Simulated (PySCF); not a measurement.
Species: silole, C₄H₆Si.
Bonds: C1–C2 (double), C2–Si3, Si3–C4, C4–C5 (double), C1–C5. Hydrogens: H6 on C1; H7 on C2; H8, H9 on Si3; H10 on C4; H11 on C5.

The same species was optimised twice, with GFN2-xTB and with PBE0-D3(BJ)/def2-SVP (PySCF), and the same property calculations (PySCF, gas phase) were run on both structures.

| coordinate | GFN2-xTB | PBE0-D3(BJ)/def2-SVP | change |
| --- | --- | --- | --- |
| Si3–H9 (Å) | 1.464 | 1.496 | +0.032 |
| Si3–H8 (Å) | 1.464 | 1.496 | +0.032 |
| C1–C5 (Å) | 1.457 | 1.481 | +0.024 |
| C4–H10 (Å) | 1.077 | 1.092 | +0.015 |
| C2–H7 (Å) | 1.077 | 1.092 | +0.015 |
| C5–H11 (Å) | 1.082 | 1.096 | +0.014 |
| C1–H6 (Å) | 1.082 | 1.096 | +0.014 |
| Si3–C4 (Å) | 1.887 | 1.874 | -0.013 |
| C2–Si3 (Å) | 1.887 | 1.874 | -0.013 |
| C4=C5 (Å) | 1.338 | 1.350 | +0.012 |
| C1=C2 (Å) | 1.338 | 1.350 | +0.012 |
| H8–Si3–H9 (°) | 112.3 | 108.0 | -4.3 |
| C2–Si3–C4 (°) | 88.8 | 92.7 | +3.9 |
| C1–C2–Si3 (°) | 109.4 | 106.5 | -2.9 |
| Si3–C4–C5 (°) | 109.4 | 106.6 | -2.8 |
| Si3–C2–H7 (°) | 128.3 | 131.0 | +2.7 |
| Si3–C4–H10 (°) | 128.3 | 131.0 | +2.7 |
| C2–C1–C5 (°) | 116.2 | 117.1 | +0.9 |
| C2–C1–H6 (°) | 124.3 | 123.4 | -0.9 |

Rotational constants: A = 6996, B = 4763, C = 2932 MHz (GFN2-xTB) against A = 6690, B = 4923, C = 2933 MHz (PBE0-D3(BJ)/def2-SVP). Point groups within 0.08 Å: C2v and C2v.

On the GFN2-xTB structure: lowest singlet, TDDFT (eV) 4.30 [B3LYP/def2-SVPD]; lowest triplet, Tamm–Dancoff (eV) 2.65 [B3LYP/def2-SVPD]; isotropic polarisability (au) 69.8 [B3LYP/def2-SVPD]; HOMO (eV) -6.49 [B3LYP/def2-SVPD]; LUMO (eV) -1.68 [B3LYP/def2-SVPD]; dipole (D) 0.27 [B3LYP/def2-SVPD]; HOMO (eV) -6.72 [PBE0/pcSseg-1]; LUMO (eV) -1.50 [PBE0/pcSseg-1]; dipole (D) 0.17 [PBE0/pcSseg-1]; GIAO shielding of C1/C5 (mean) (ppm) 30.2 [PBE0/pcSseg-1]; GIAO shielding of C2/C4 (mean) (ppm) 52.3 [PBE0/pcSseg-1]; GIAO shielding of Si3 (ppm) 395.3 [PBE0/pcSseg-1].

Question: What do these properties become on the PBE0-D3(BJ)/def2-SVP structure?

Answer: 
```
                                    property            level  on GFN2-xTB  on PBE0-D3(BJ)/def2-SVP  change
                  lowest singlet, TDDFT (eV)  B3LYP/def2-SVPD         4.30                     4.34   +0.04
           lowest triplet, Tamm–Dancoff (eV)  B3LYP/def2-SVPD         2.65                     2.68   +0.03
               isotropic polarisability (au)  B3LYP/def2-SVPD         69.8                     71.2    +1.4
                                   HOMO (eV)  B3LYP/def2-SVPD        -6.49                    -6.62   -0.13
                                   LUMO (eV)  B3LYP/def2-SVPD        -1.68                    -1.78   -0.10
                                  dipole (D)  B3LYP/def2-SVPD         0.27                     0.62   +0.35
energy, GFN2-xTB geometry as zero (kcal/mol)  B3LYP/def2-SVPD          0.0                     -2.1    -2.1
                                   HOMO (eV)    PBE0/pcSseg-1        -6.72                    -6.85   -0.13
                                   LUMO (eV)    PBE0/pcSseg-1        -1.50                    -1.60   -0.10
                                  dipole (D)    PBE0/pcSseg-1         0.17                     0.52   +0.35
energy, GFN2-xTB geometry as zero (kcal/mol)    PBE0/pcSseg-1          0.0                     -1.5    -1.5
        GIAO shielding of C1/C5 (mean) (ppm)    PBE0/pcSseg-1         30.2                     26.1    -4.1
        GIAO shielding of C2/C4 (mean) (ppm)    PBE0/pcSseg-1         52.3                     50.3    -2.0
                 GIAO shielding of Si3 (ppm)    PBE0/pcSseg-1        395.3                    393.7    -1.6
```

The heavy atoms differ by 0.032 Å rms after alignment. Among all bonds Si3–H8 and Si3–H9 change most and about equally (+0.032 Å). Changes are differences of the printed values. Neither structure is proved a minimum here.
